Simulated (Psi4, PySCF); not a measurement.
The Psi4 input:
```
memory 2 GB

molecule {
-1 1
  Na    0.00000000    0.00000000    0.00000000
}

set basis 6-311g**
set scf_type pk
set puream true
set d_convergence 1e-8
set dft_radial_points 99
set dft_spherical_points 590

energy('blyp')
print_variables()
```

Q: Convert this to an input for PySCF.

A: This is not unique; one that fits is 
```python
from pyscf import gto, scf, dft

mol = gto.M(
    atom='''
Na    0.000000    0.000000    0.000000
''',
    basis='6-311g**',
    charge=-1,
    spin=0,
    verbose=3,
)

mf = dft.RKS(mol)
mf.xc = 'blyp'
mf.grids.atom_grid = (99, 590)
mf.grids.prune = None
mf.kernel()
```

Both were run: Psi4 gave -162.286957 Eh and PySCF -162.286956 Eh, 0.000 mEh apart.
